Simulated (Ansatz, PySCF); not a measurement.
Pair of molecules: NH3 (SMILES N) (first 4 atoms) with H2S (SMILES S); geometry from B3LYP-D3(BJ)/def2-TZVP.
(charge 0, multiplicity 1):
```xyz
7

N      0.00620     0.16352     0.32505
H     -0.77721    -0.46071     0.17009
H     -0.19303     1.03169    -0.15879
H      0.82113    -0.25261    -0.11111
S      0.66617     0.81233     3.70925
H     -0.30509     0.00249     4.15919
H      0.38805     0.54302     2.40788
```

Monomers are frozen at their geometry in the pair; levels with a basis set take the counterpoise correction. Rows marked so take none.

Rows in 6-31G*, STO-3G carry no dispersion term and start afresh at each structure (6-31G* with six Cartesian d functions).

Run with Ansatz (Gaussian orbitals); PySCF for 6-31G* rows, STO-3G rows, the dispersion terms. Each number belongs to the level named beside it.

One of these levels gives -1.90 kcal/mol for the interaction energy. Name it.
(A) HF/6-31G* (no counterpoise)
(B) HF/STO-3G (no counterpoise)
(C) revPBE-D3(BJ)/def2-TZVPPD
(D) revPBE/def2-TZVPPD

B, HF/STO-3G (no counterpoise). The others give -3.31 (HF/6-31G* (no counterpoise)), -2.45 (revPBE/def2-TZVPPD), -3.90 (revPBE-D3(BJ)/def2-TZVPPD)

Ansatz is an electronic-structure program.
